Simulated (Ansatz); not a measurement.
System: trifluoromethylboronic acid, CH₂BF₃O₂, net charge 0, singlet state. 
Structure (B3LYP-D3(BJ)/def2-TZVP (Ansatz, a quantum-chemistry and plane-wave program) minimum search):
SMILES: OB(O)C(F)(F)F
```xyz
9

O     -1.1700     1.4440    -0.7618
B     -0.9302     0.3113    -0.0721
O     -1.9169    -0.4040     0.5180
C      0.6099    -0.1762     0.0295
F      0.7095    -1.3318     0.7528
F      1.4023     0.7288     0.6424
F      1.1549    -0.4325    -1.1788
H     -2.1014     1.6924    -0.7937
H     -1.6116    -1.1929     0.9796
```
Charge 0, spin multiplicity 1.

Dipole moments at this geometry, in debye (magnitudes).

| level | program | dipole (D) |
|---|---|---|
| SVWN5/def2-TZVPD | Ansatz | 2.63 |
| PBE/def2-TZVPD | Ansatz | 2.57 |
| r2SCAN/def2-TZVPD | Ansatz | 2.62 |
| B97M-V/def2-TZVPD | Ansatz | 2.57 |
| BHLYP/def2-TZVPD | Ansatz | 2.74 |
| r2SCANh/def2-TZVPD | Ansatz | 2.65 |
| r2SCAN0/def2-TZVPD | Ansatz | 2.69 |
| HSE06/def2-TZVPD | Ansatz | 2.65 |
| CAM-B3LYP/def2-TZVPD | Ansatz | 2.70 |
| LC-wPBE/def2-TZVPD | Ansatz | 2.68 |
| wB97M-V/def2-TZVPD | Ansatz | 2.68 |
| wB97X-V/def2-TZVPD | Ansatz | 2.66 |
| CCSD(T)/aug-cc-pVDZ | Ansatz | 2.68 |
